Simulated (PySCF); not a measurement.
C₂H₆BO₂, charge +1, multiplicity 1. Atoms are numbered in the order given.

```xyz
11

C     -2.6232     0.0540    -0.1396
O     -1.2342    -0.1522     0.1469
B      0.0000     0.0000     0.1077
O      1.2342     0.1522     0.1469
C      2.6232    -0.0540    -0.1396
H     -2.7843    -0.1429    -1.2057
H     -3.1855    -0.6528     0.4798
H     -2.8741     1.0893     0.1187
H      2.8741    -1.0893     0.1187
H      2.7843     0.1429    -1.2057
H      3.1855     0.6528     0.4798
```
Charge +1, spin multiplicity 1.

The structure is a stationary point at PBE0-D3(BJ)/def2-SVP. The spin state was assumed, not searched. The isomer is the one that the SMILES or the coordinates give; other isomers of the formula were not compared. Other conformers were not sampled.

The numbers are results of PySCF with PBE0/pcSseg-1, not measurements.

GIAO shieldings, no solvent; atoms alike by connectivity are averaged. δ = σ(ref) − σ: ¹³C against TMS (σ = 186.3 ppm); ¹⁷O against H2O (σ = 334.2 ppm); ¹¹B against BF3 (σ = 88.8 ppm); ¹H against TMS (σ = 31.56 ppm), references at their B3LYP-D3(BJ)/def2-TZVP geometries, non-relativistic.

Computed chemical shifts:
| nucleus | atoms | count | δ (ppm) |
|---|---|---|---|
| ¹³C | C1, C5 | 2 | 69.5 |
| ¹⁷O | O2, O4 | 2 | 23.8 |
| ¹¹B | B3 | 1 | -14.2 |
| ¹H | H6, H7, H8, H9, H10, H11 | 6 | 5.23 |
